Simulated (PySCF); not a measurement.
Isomers C₇H₁₃B:

A. `B[C@@H]1CCCC(=C)C1`
B. `C=C[C@H]1BCCCC1`
C. SMILES C=CC(=C)CB(C)C

Spectrum 1. ¹H NMR (400 MHz, computed): δ 7.32 (br, 1H), 6.07 (m, 1H), 5.22 (m, 1H), 5.19 (m, 1H), 2.09 (m, 1H), 1.81 (m, 1H), 1.79 (m, 1H), 1.74 (m, 1H), 1.39 (m, 1H), 1.36 (m, 1H), 1.33 (m, 1H), 1.30 (m, 1H), 0.81 (m, 1H). ¹³C{¹H} NMR (computed): δ 152.3 (CH), 118.9 (CH2), 53.7 (CH), 32.4 (CH2), 29.4 (CH2), 29.0 (CH2), 24.8 (CH2).

Spectrum 2. ¹H NMR (400 MHz, computed): δ 7.38 (br, 2H), 4.99 (m, 1H), 4.99 (m, 1H), 2.35 (m, 1H), 2.21 (m, 1H), 2.20 (m, 1H), 2.03 (m, 1H), 1.89 (m, 1H), 1.88 (m, 1H), 1.42 (m, 1H), 1.21 (m, 1H), 0.57 (m, 1H). ¹³C{¹H} NMR (computed): δ 157.1 (C), 114.6 (CH2), 42.2 (CH2), 41.7 (CH), 38.1 (CH2), 31.9 (CH2), 18.6 (CH2).

Spectrum 3. ¹H NMR (400 MHz, computed): δ 6.60 (m, 1H), 5.32 (m, 1H), 5.18 (m, 1H), 5.18 (m, 1H), 4.75 (m, 1H), 2.16 (s, 2H), 0.83 (s, 6H). ¹³C{¹H} NMR (computed): δ 155.5 (C), 149.7 (CH), 124.7 (CH2), 120.3 (CH2), 39.2 (CH2), 14.5 (CH3).

Theoretical values (PySCF): geometry: PBE0-D3(BJ)/def2-SVP, σ from GIAO-PBE0/pcSseg-1. Non-relativistic Hamiltonian, no solvent model, rapidly exchanging positions averaged, a single conformation.

Chemical shifts δ = σref − σ; TMS for ¹H (σ = 31.27 ppm), ¹³C (σ = 184.41 ppm), all at this level. Where no couplings were computed, multiplicities follow the n + 1 count of equivalent neighbours, and m marks all less simple cases (inequivalent or close neighbours, rings, F or P nearby). Couplings to H on boron are left out. Carbons bonded to boron are broad in practice. Shifts are as computed. Against solution values, carbons near 30 ppm lie about +2 ppm off and those near 130 ppm about +5 ppm. Of 1211 compounds with measured shifts, 218 miss one by over three times the rms of a fit or turn the order of signals round; such compounds aren't used in these exercises.

Question: Match each spectrum to its structure.

Answer: 1–B, 2–A, 3–C.

- Spectrum 1 (B): 7 ¹³C signals; δC 152.3 is an alkene CH; δC 118.9 is a terminal =CH2 carbon.
- Spectrum 2 (A): 7 ¹³C signals; δC 157.1 is a fully substituted alkene carbon; δC 114.6 is a terminal =CH2 carbon.
- Spectrum 3 (C): 6 ¹³C signals; δC 155.5 is a fully substituted alkene carbon; δC 149.7 is an alkene CH.
